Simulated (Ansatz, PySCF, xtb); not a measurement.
Pair of molecules: GeH4 (SMILES [GeH4]) (first 5 atoms) with GeH4 (SMILES [GeH4]); geometry from B3LYP-D3(BJ)/def2-TZVP.
(charge 0, multiplicity 1):
```xyz
10

Ge     0.127    -0.066     0.389
H      0.507     0.362    -1.036
H      1.208    -0.999     0.952
H     -1.222    -0.798     0.364
H      0.016     1.179     1.283
Ge    -0.127     0.065     4.511
H      1.348     0.251     4.126
H     -0.778    -0.947     3.557
H     -0.859     1.411     4.404
H     -0.221    -0.459     5.952
```

Counterpoise-corrected where a basis set is named; no monomer relaxation. Rows marked so take none.

Rows in 6-31G* carry no dispersion term and start afresh at each structure (6-31G* with six Cartesian d functions); the Pople sets are all-electron and without relativity.

Programs: Ansatz (Gaussian orbitals); PySCF for 6-31G* rows; xtb for the GFN methods. Values without a source in brackets are computed.

Problem. One of these levels gives 0.67 kcal/mol for the interaction energy. Name it.
A) GFN-FF
B) HF/6-31G* (no counterpoise)
C) BLYP/def2-TZVPPD
D) PBE/def2-TZVPPD

Solution. B, HF/6-31G* (no counterpoise). The others give -0.80 (GFN-FF), -0.12 (PBE/def2-TZVPPD), 1.19 (BLYP/def2-TZVPPD)

Ansatz is a first-principles code.
